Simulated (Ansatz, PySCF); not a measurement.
Gas-phase reaction (SMILES): CC[Si](Cl)(Cl)Cl [trichloro(ethyl)silane] + [H][H] (H2) → Cl[SiH](Cl)Cl [trichlorosilane] + CC (C2H6); hydrogen cleaves one Si-C bond, a model of a ligand-exchange step.

Geometries: B3LYP-D3(BJ)/def2-TZVP minima from Ansatz (a quantum-chemistry and plane-wave program), one conformer each, not searched for the lowest. Valence correlation only, unless marked. Spin-orbit coupling is left out. Non-relativistic. Basis-set limits of correlation are two-point, X^-3; Hartree-Fock from the larger set. The bracket is a focal-point correction in the basis named. Thermal terms are rigid-rotor harmonic-oscillator values from B3LYP-D3(BJ) frequencies (Ansatz or PySCF) at 298.15 K and 1 atm. 1 Eh = 627.5095 kcal/mol.

| species | E, RI-MP2/CBS(cc-pV(T+d)Z,cc-pV(Q+d)Z)+[CCSD(T)-MP2]/cc-pV(T+d)Z (Ansatz) (Eh) | E, PBE/def2-TZVPD (Ansatz) (Eh) | H - E (Eh) |
|---|---|---|---|
| CC[Si](Cl)(Cl)Cl | -1747.69609 | -1748.74927 | 0.08079 |
| [H][H] (H2) | -1.17529 | -1.16589 | 0.01336 |
| Cl[SiH](Cl)Cl | -1669.15580 | -1670.18984 | 0.02027 |
| CC (C2H6) | -79.71807 | -79.73096 | 0.07887 |

Q: Work out ΔE and ΔH at 298.15 K at the first level, then ΔH at the second.

A: 
1. ΔE = [(-1669.15580) + (-79.71807)] - [(-1747.69609) + (-1.17529)] = -0.00249 Eh = -1.6 kcal/mol at RI-MP2/CBS(cc-pV(T+d)Z,cc-pV(Q+d)Z)+[CCSD(T)-MP2]/cc-pV(T+d)Z.
2. The terms H - E add up to 0.00499 Eh, so ΔH = (-0.00249 + (0.00499))×627.5095 = 1.6 kcal/mol.
3. At PBE/def2-TZVPD the same steps give ΔE = -3.5 and ΔH = -0.4 kcal/mol, a shift of -2.0 from the first level.
4. These values are not checked against measurement here, since the tables used lack a sound gas-phase enthalpy of formation for at least one species.
